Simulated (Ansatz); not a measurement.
```yaml
crystal:
  periodic: [true, true, true]
  atoms:
    - {symbol: O, position_ang: [-1.056606, -2.011645, -0.016312]}
    - {symbol: Si, position_ang: [0.054529, -0.913008, -0.447910]}
    - {symbol: N, position_ang: [0.682754, 0.174844, 0.715033]}
    - {symbol: C, position_ang: [0.158423, 1.260673, -0.046116]}
    - {symbol: F, position_ang: [-0.750384, 2.008354, 0.656331]}
    - {symbol: O, position_ang: [-0.494626, 0.547514, -1.063966]}
    - {symbol: H, position_ang: [-1.765281, -1.719666, 0.562185]}
    - {symbol: H, position_ang: [0.974159, -1.656994, -1.321353]}
    - {symbol: H, position_ang: [1.393214, 0.286793, 1.412941]}
    - {symbol: H, position_ang: [0.886918, 1.971834, -0.447835]}
basis:
  gaussian: {orbitals: aug-cc-pVDZ}
hamiltonian: {xc: {name: PBE0-DH}}
output: {forces: true}
```

```sh
$ ansatz run in.yaml --threads 4 --pin off --events-out ev --progress --plain --max-ram 10444MiB
```

Shortened log:

```
Error: YAML parse error: error: line 2 column 3: crystal: missing field `lattice` (a structure is typed as `lattice` and `atoms`, a molecule's as `atoms` in Å alone, or read from a run's directory, `checkpoint`)
 --> <input>:2:3
1 | crystal:
2 |   periodic: [true, true, true]
3 |   atoms:
4 |     - {symbol: O, position_ang: [-1.056606, -2.011645, -0.016312]}
```

**Question.** Something in this input is off. What?

**Answer.** The molecule is marked periodic without a cell. The input was rejected before any iteration.
